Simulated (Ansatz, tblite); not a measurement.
Removing and adding an electron: (H2Al-mu-PH2)2 (Al2P2H8). Total charge 0; singlet. Geometry: PBE0-D4/def2-SVP. Ansatz, gas phase; energy differences of separate SCF runs; the oxidised species was run as a doublet alone; the reduced species was run as a doublet alone.

```csv
atom,x (Å),y (Å),z (Å)
Al1,0.340,-1.756,0.345
H2,-0.838,-2.612,0.985
H3,1.789,-2.305,-0.017
P4,0.530,0.399,1.507
Al5,-0.344,1.755,-0.344
H6,0.832,2.613,-0.985
H7,-1.793,2.303,0.021
P8,-0.529,-0.399,-1.507
H9,-0.186,0.498,2.725
H10,1.834,0.740,1.941
H11,-1.830,-0.742,-1.950
H12,0.194,-0.494,-2.721
```

The xTB rows come from tblite.

(1) Estimate orbital energies and vertical ionisation energies and electron affinities at: GFN1-xTB; GFN2-xTB; PBE-D4/def2-TZVP; PBE-D4/def2-TZVPD; r2SCAN-D4/def2-TZVP; r2SCAN-D4/def2-TZVPD; PBE0-D4/def2-TZVP; PBE0-D4/def2-TZVPD.

Results:

(1) 
| level | −HOMO (eV) | vertical IE (eV) | −LUMO (eV) | vertical EA (eV) | HOMO–LUMO gap (eV) | IE − EA (eV) | remarks |
| --- | --- | --- | --- | --- | --- | --- | --- |
| GFN1-xTB | 10.78 | 13.26 | 5.41 | 2.85 | 5.37 | 10.41 | – |
| GFN2-xTB | 10.59 | 12.97 | 7.65 | 5.09 | 2.94 | 7.88 | – |
| PBE-D4/def2-TZVP | 6.37 | 8.78 | 2.19 | – | 4.19 | – | – |
| PBE-D4/def2-TZVPD | 6.39 | – | 2.23 | 0.15 | 4.16 | – | HOMO above zero (-1 doublet) |
| r2SCAN-D4/def2-TZVP | 6.63 | 8.93 | 2.04 | – | 4.59 | – | – |
| r2SCAN-D4/def2-TZVPD | 6.63 | – | 2.06 | 0.08 | 4.57 | – | HOMO above zero (-1 doublet) |
| PBE0-D4/def2-TZVP | 7.46 | 9.15 | 1.38 | – | 6.08 | – | – |
| PBE0-D4/def2-TZVPD | 7.46 | – | 1.43 | 0.03 | 6.03 | – | HOMO above zero (-1 doublet) |

   A HOMO above zero means that the electron is unbound at that level or that self-interaction error raises the level; the energy of removing that electron tells which. Raw xTB energy differences between charge states are shifted by several eV; the methods need an empirical correction for them.
